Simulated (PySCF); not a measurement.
F3H3SiSn, SMILES [F][Sn]([F])([F])[SiH3].

Coordinates come from a B3LYP-D3(BJ)/def2-SVP optimisation. The structure was generated by enumeration; whether it is a known compound was not checked. The def2 effective core potentials stand for the cores of Sn; spin–orbit coupling is left out.

These are B3LYP-D3(BJ)/def2-SVP (PySCF 2.14.0) values and carry that method's errors.

Frequencies are harmonic and unscaled.

Modes within 1.5 cm⁻¹ of each other (mostly degenerate sets) share a row, with their intensities summed.

**Question.** Give all harmonic wavenumbers and intensities. (Estimate from the structure and the level; the computed values follow.)

**Answer.** 
| mode | ν (cm⁻¹) | IR (km/mol) | Raman (Å⁴/amu) | depolarisation | moving atoms (share of kinetic energy) |
|---|---|---|---|---|---|
| 1 | 44 | 0.0 | 0.0 | – | H 97 % |
| 2–3 | 82 | 5.2 | 2.8 | 0.75 | F 57 %, Si 22 %, Sn 14 % |
| 4–5 | 169 | 26.5 | 1.4 | 0.75 | F 89 %, Sn 10 % |
| 6 | 192 | 60.6 | 2.8 | 0.56 | F 77 %, Sn 12 %, Si 10 % |
| 7 | 300 | 1.2 | 21.9 | 0.18 | Si 67 %, Sn 21 % |
| 8–9 | 507 | 5.7 | 21.8 | 0.75 | H 90 %, Si 8 % |
| 10 | 630 | 93.9 | 12.5 | 0.01 | F 89 %, Sn 9 % |
| 11–12 | 645 | 123.0 | 10.0 | 0.75 | F 83 %, Sn 17 % |
| 13 | 845 | 245.5 | 0.9 | 0.75 | H 90 %, Si 9 % |
| 14–15 | 931 | 90.3 | 40.5 | 0.75 | H 97 % |
| 16 | 2246 | 25.1 | 259.2 | 0.01 | H 99 % |
| 17–18 | 2274 | 84.8 | 214.7 | 0.75 | H 95 % |
